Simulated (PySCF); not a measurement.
## Excited states of SMILES Nc1cccc2c1C2, C$_{7}$H$_{7}$N

The calculation used TDA BHandHLYP/def2-SVP excited states, vertical, gas phase in PySCF 2.14.0. Geometry: GFN2-xTB.

Input:
```
{"job": {"kind": "states", "xc": "BHandHLYP", "basis": "def2-SVP", "tda": true, "soc": true, "nstates": 5, "ntriplets": 6, "nquad": 4}, "charge": 0, "multiplicity": 1}
N      2.354429     0.350469    -0.365246
C      1.030967     0.011534    -0.148099
C      0.590349    -1.336592    -0.147923
C     -0.734977    -1.698254    -0.008851
C     -1.775762    -0.761293     0.150328
C     -1.320874     0.517513     0.146164
C     -0.004952     0.884982     0.005898
C     -1.010764     1.974325     0.166775
H      3.028826    -0.369218    -0.157687
H      2.625210     1.271086    -0.058041
H      1.335150    -2.112314    -0.261354
H     -0.983249    -2.750005    -0.019441
H     -2.804696    -1.066818     0.260194
H     -1.060970     2.511171     1.109074
H     -1.273101     2.581403    -0.693703
```
Coordinates are in Å.

Command: `OMP_NUM_THREADS=1 python excited_run.py task.json out`

What does the run print?

H and L stand for HOMO and LUMO.
```
coarse grid: 13008 points
cycle   1  E = -325.0913388459  dE =  1.972e+00  |g| = 3.637e-01  |ddm| = 4.671e+00
cycle   2  E = -325.1194195821  dE = -2.808e-02  |g| = 2.337e-01  |ddm| = 9.531e-01
cycle   3  E = -325.1318113651  dE = -1.239e-02  |g| = 7.109e-02  |ddm| = 4.003e-01
cycle   4  E = -325.1327813469  dE = -9.700e-04  |g| = 3.973e-02  |ddm| = 1.190e-01
cycle   5  E = -325.1332034743  dE = -4.221e-04  |g| = 4.188e-03  |ddm| = 5.200e-02
cycle   6  E = -325.1332087373  dE = -5.263e-06  |g| = 1.341e-03  |ddm| = 7.252e-03
final grid: 127056 points
cycle   7  E = -325.1737714805  dE = -1.937e-05  |g| = 2.573e-03  |ddm| = 3.248e-02
cycle   8  E = -325.1737721359  dE = -6.554e-07  |g| = 2.164e-03  |ddm| = 7.206e-03
cycle   9  E = -325.1737732571  dE = -1.121e-06  |g| = 2.990e-04  |ddm| = 3.108e-03
cycle  10  E = -325.1737732735  dE = -1.647e-08  |g| = 1.978e-04  |ddm| = 6.109e-04
cycle  11  E = -325.1737732846  dE = -1.109e-08  |g| = 3.464e-05  |ddm| = 2.504e-04
cycle  12  E = -325.1737732850  dE = -3.614e-10  |g| = 9.027e-06  |ddm| = 4.799e-05
converged SCF energy = -325.1737732850

Singlet excitations
state   eV       nm        f     d(h-e)  d(exc)  Lambda  PR(NTO)  |dmu|/D   mu/D   main configurations
  1   5.4674   226.8   0.00692   0.432   2.799   0.657   1.782    1.059    2.715   H->L 0.67, H-1->L+1 0.31
  2   6.0797   203.9   0.05465   0.251   2.807   0.812   2.116    0.579    2.204   H->L+1 0.50, H-1->L 0.46
  3   6.6431   186.6   0.03143   1.603   3.309   0.412   1.173    6.619    4.934   H->L+2 0.84
  4   6.8561   180.8   0.00228   0.855   2.554   0.478   1.035    2.065    2.654   H-2->L 0.93
  5   7.1069   174.5   0.56120   0.397   2.919   0.705   2.354                     H->L+1 0.31, H-1->L 0.23, H-1->L+1 0.15

Triplet excitations (Tamm-Dancoff)
state   eV     d(h-e)  d(exc)  Lambda  PR(NTO)   main configurations
  1   3.9221   0.074   2.496   0.813   2.142   H-1->L 0.47, H->L+1 0.46
  2   4.5401   0.504   2.743   0.660   1.100   H->L 0.90
  3   4.6435   0.290   2.740   0.814   1.992   H-1->L 0.47, H->L+1 0.47
  4   5.3395   0.105   2.744   0.662   1.122   H-1->L+1 0.92
  5   6.2898   1.542   3.179   0.382   1.062   H->L+2 0.87
  6   6.4640   0.813   2.505   0.477   1.043   H-2->L 0.91
S1 - T1 = 1.5454 eV

Spin-orbit couplings |<S|Hso|T>| (cm-1)
             T1       T2       T3       T4       T5       T6
S0        0.550    0.610    0.486    0.349    7.652   11.467
S1        0.130    0.021    0.082    0.018    0.480    2.574
S2        0.211    0.071    0.132    0.094    2.157    3.217
S3        1.717    0.174    1.409    0.206    0.219    1.384
S4        1.705    1.815    2.220    1.640    0.110    0.467
S5        0.347    0.157    0.339    0.188    2.107    4.851
T1 sublevels (cm-1): 0.000 0.000 0.000   radiative rates (1/s): 0.00219 0.0205 0.0406
```

States above about 6.8 eV lie in this functional's continuum (it starts at minus the energy of the highest occupied orbital, well below the true ionisation energy for most functionals) and depend on the basis.

It took 20 s wall time on 1 thread of an Arm Neoverse V2, shared host, peak memory 0.59 GiB.
